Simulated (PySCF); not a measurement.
The vertical singlet excitations below were computed for one of the candidates. Method: PySCF 2.14.0, density-fitted response routines, TDDFT CAM-B3LYP/def2-SVPD, vertical, gas phase, core orbitals frozen in the response. Geometries: PBE0-D3(BJ)/def2-SVP, one conformer each. Relativistic effects are left out although some hold elements past zinc.

| state | E (eV) | λ (nm) | f |
| --- | --- | --- | --- |
| S1 | 3.88 | 319.9 | 0.0004 |
| S2 | 4.73 | 261.9 | 0.0003 |
| S3 | 5.46 | 227.2 | 0.093 |
| S4 | 6.13 | 202.3 | 0.0018 |
| S5 | 6.69 | 185.4 | 0.036 |
| S6 | 6.87 | 180.5 | 0.0048 |

**Question.** Which candidate is it?
A. `COB(C#CC=O)OC`
B. `O=C1C=CC([O][GeH3])=CC1=O`
C. `FC(F)OB1CCCC1`

**Answer.** A. Its S1 lies at 3.88 eV; the nearest of the others has S1 at 2.21 eV. S1 is HOMO→LUMO (93%). Löwdin shares by element: HOMO oxygen 68% or more, carbon 22% or more, hydrogen 8% or more; LUMO carbon 61% or more, oxygen 26% or more. At the same level the other candidates give, for their lowest levels:
- `FC(F)OB1CCCC1`: 6.46 eV (f 0.000); 7.78 eV (f 0.015); 8.23 eV (f 0.031); 8.41 eV (f 0.007); 8.58 eV (f 0.023); T1 5.97 eV; HOMO -9.77, LUMO 0.79 eV
- `O=C1C=CC([O][GeH3])=CC1=O`: 2.21 eV (f 0.000); 3.05 eV (f 0.052); 3.55 eV (f 0.000); 5.49 eV (f 0.203); 5.65 eV (f 0.002); T1 1.76 eV; HOMO -8.39, LUMO -2.42 eV

The values belong to the conformer `[CH3:1][O:2][B:3]([C:4]#[C:5][CH:6]=[O:7])[O:8][CH3:9]`: C1–O2–B3–C4 1°, O2–B3–O8–C9 1°.
Triplets come from the Tamm–Dancoff approximation.
